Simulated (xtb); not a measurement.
Job for xtb: GFN2-xTB on GaH5S (a complex), monomers drawn apart or pushed together.

```
$ xtb mol.xyz --gfn 2 --sp --chrg 0 --uhf 0
7

Ga     0.52763441    -0.06951020     0.52020423
H     -0.34623003     1.11318635    -0.04265977
H      0.27361942    -1.53352575    -0.00071565
H      1.89118691     0.26122241     1.23783558
S     -1.49200992    -0.49460933     3.62426335
H     -1.07529235     0.61329569     4.26107397
H     -0.63203039    -1.28330051     4.29133718
```

**Question.** What total energy does the run end on?

**Answer.** -6.9455 hartree.
